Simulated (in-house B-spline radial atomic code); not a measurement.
Atomic self-consistent-field run: Nd2+. Computed with a radial B-spline atomic code at the basis-set limit: scalar-relativistic (X2C) TPSS, spin-polarised, spherical fractional occupations, Fermi nucleus of rms radius 4.9123 fm.

Command:
```bash
python run_scf.py task.json out
```
Settings (nuclear radius in fm, mass in u):
```
Z                60
configuration    [Xe] 4f4
hamiltonian      x2c
method           tpss,tpss
spin_polarised   True
nucleus          fermi
rms_radius       4.9123
atomic_mass      141.90773
speed_of_light   137.035999084
```

Output (hartree, bohr):
```
 radial grid: 78 intervals, B-splines of order 8, outer radius 53.7037 bohr

 iter        energy (Eh)    residual
    1       -9622.347547    9.06e-02
    2       -9622.351458    2.35e-03
    3       -9622.351614    7.39e-04
    4       -9622.351629    2.89e-04
    5       -9622.351627    3.44e-04
    6       -9622.351631    8.12e-05
    7       -9622.351631    9.50e-06
    8       -9622.351631    5.06e-07

 total energy                     -9622.35163
 kinetic                           10380.0154
 electron-nucleus                 -23490.5271
 Hartree                            3712.8306
 exchange-correlation               -224.6705

 orbital      occ     eigenvalue          <r>       <r^2>       <1/r>       r_max
 1s up      1.000     -1592.9391    0.0229443 0.000725773     70.2993     0.01429
 1s down    1.000     -1592.9391    0.0229443 0.000725773     70.2993     0.01429
 2s up      1.000      -258.0322     0.100315   0.0119397     16.1484     0.08532
 2s down    1.000      -258.0324     0.100315   0.0119395     16.1485     0.08532
 2p up      3.000      -230.9489       0.0884  0.00955478     14.4978     0.06849
 2p down    3.000      -230.9489    0.0883995  0.00955466     14.4979     0.06849
 3s up      1.000       -56.4403       0.2658   0.0808644     5.77279      0.2437
 3s down    1.000       -56.4082     0.265683   0.0807919     5.77596      0.2436
 3p up      3.000       -47.8481     0.263984   0.0808728     5.30025      0.2385
 3p down    3.000       -47.8142     0.263841   0.0807834     5.30337      0.2384
 3d up      5.000       -35.7808     0.241869   0.0688971     4.98682      0.1962
 3d down    5.000       -35.7517     0.241691   0.0687874     4.98975      0.1961
 4s up      1.000       -11.6636     0.607877     0.41703     2.37096      0.5658
 4s down    1.000       -11.5614     0.607624    0.416688     2.37181      0.5655
 4p up      3.000        -8.8448     0.643264     0.47061     2.15105      0.5901
 4p down    3.000        -8.7386     0.642955    0.470217     2.15214      0.5895
 4d up      5.000        -4.7995     0.708008    0.581896     1.87155      0.6191
 4d down    5.000        -4.6869     0.708078    0.582407     1.87206      0.6181
 5s up      1.000        -1.9958      1.46951     2.42523    0.906432       1.321
 5s down    1.000        -1.9266      1.48668     2.48314    0.893374        1.33
 5p up      3.000        -1.3126      1.70247     3.27867    0.765875       1.491
 5p down    3.000        -1.2586      1.72938     3.38537     0.75171       1.507
 4f up      4.000        -0.5622      1.06876     1.53673     1.26533      0.6605
```

Cost of the run: 0.51 s on 1 thread of Arm Neoverse V2, on a shared host.

One-electron X2C: radii and densities carry no picture-change correction, so inner-shell <1/r> comes out high (for 1s by about 2 % at Z = 33, 5 % at 54, 10 % at 75, 30 % at 118) and <r> low.
